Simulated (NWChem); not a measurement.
Species: CH₆O₂SSi; SMILES C[Si](O)(O)S

```xyz
11

C      1.6185     1.0943     0.4109
Si    -0.0674     0.4120    -0.0052
O     -0.4969     1.1305    -1.4310
O     -1.2578     0.7535     1.1035
S     -0.0493    -1.7586    -0.1088
H      1.5648     2.1865     0.4821
H      1.9898     0.7029     1.3635
H      2.3472     0.8450    -0.3685
H     -1.3766     0.9043    -1.7671
H     -1.2908     0.1969     1.8943
H      1.1083    -1.8716    -0.7956
```
Atoms are numbered in this order, from 1.

Program: NWChem. Pople sets run with spherical d functions. Geometry: optimised at B3LYP/6-31G* (spherical d). GIAO values for the isolated, static molecule; σ is the absolute isotropic shielding, δ = σ(reference) − σ with the isolated reference molecule computed at the same levels (13C: tetramethylsilane, 1H: tetramethylsilane, 17O: water, 29Si: tetramethylsilane).

For level PBE/pcSseg-1:

- δ O3 (ppm) = 86.9
- δ H6 (rotor mean) (ppm) = 0.28

What are these values for level B3LYP/6-311G**?

δ O3 (ppm): 82.1
δ H6 (rotor mean) (ppm): 0.15
